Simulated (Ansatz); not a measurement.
Geometry optimisation, RHF/def2-SVP (Ansatz 0.2.0).

The input (input.yaml):

```yaml
crystal:
  periodic: [false, false, false]
  atoms:
    - { symbol: Al, position_ang: [0.114002, 0.354214, -0.131446] }
    - { symbol: H, position_ang: [0.074196, 0.118711, 1.41073] }
    - { symbol: F, position_ang: [1.481995, 0.828508, -0.902706] }
    - { symbol: F, position_ang: [-1.267781, 0.288809, -1.017182] }
    - { symbol: O, position_ang: [0.063194, -2.423993, 0.898802] }
    - { symbol: H, position_ang: [-0.728948, -2.94659, 0.88435] }
    - { symbol: H, position_ang: [-0.065358, -1.744759, 1.581452] }
basis:
  gaussian: { orbitals: def2-SVP }
hamiltonian:
  xc: hf
relax:
  f_tol: 0.03
  max_steps: 50
output:
  orbitals: {}
```

Run as:

```bash
$ ansatz run input.yaml --threads 1 --pin off --max-ram 2048MiB --backend cpu --events-out ev --progress --plain --runs-dir out
```

Where does it end, and by what steps?

It converged. After 28 steps the energy has fallen by 1.144 eV; H7 moved furthest, 1.13 Å. Joined: Al1–O5 (2.96 → 1.98 Å).

```tsv
step	energy less start (eV)	largest force component (eV/Å)	accepted
0	0.0000	1.313	yes
1	-0.0357	3.585	yes
2	-0.2089	3.998	yes
3	-0.6001	2.914	yes
4	-0.8885	1.419	yes
5	-0.9877	1.565	yes
6	-1.0534	0.242	yes
7	-1.0662	0.149	yes
8	-1.0767	0.309	yes
9	-1.0813	0.120	yes
10	-1.0837	0.035	yes
11	-1.0861	0.033	yes
12	-1.0574	1.175	no
13	-1.0884	0.075	yes
14	-1.0869	0.175	no
15	-1.0890	0.048	yes
16	-1.0894	0.038	yes
17	-1.0905	0.058	yes
18	-1.0848	0.714	no
19	-1.0911	0.174	yes
20	-1.0916	0.400	yes
21	-1.1018	0.201	yes
22	-1.1094	0.316	yes
23	-1.1274	0.213	yes
24	-1.1397	0.149	yes
25	-1.1409	0.087	yes
26	-1.1180	1.098	no
27	-1.1422	0.091	yes
28	-1.1437	0.008	yes
```

```xyz
7
Properties=species:S:1:pos:R:3
Al -0.025 0.062 0.216
H -0.258 1.101 1.360
F 1.522 -0.160 -0.363
F -1.245 -0.207 -0.889
O -0.147 -1.773 0.957
H -0.841 -2.284 0.551
H 0.666 -2.263 0.892
```

Whether the end is a true minimum wasn't checked by a vibrational analysis.

Time of the run: 27 s on 1 thread of Arm Neoverse V2, on a shared host, peak memory 0.14 GiB.
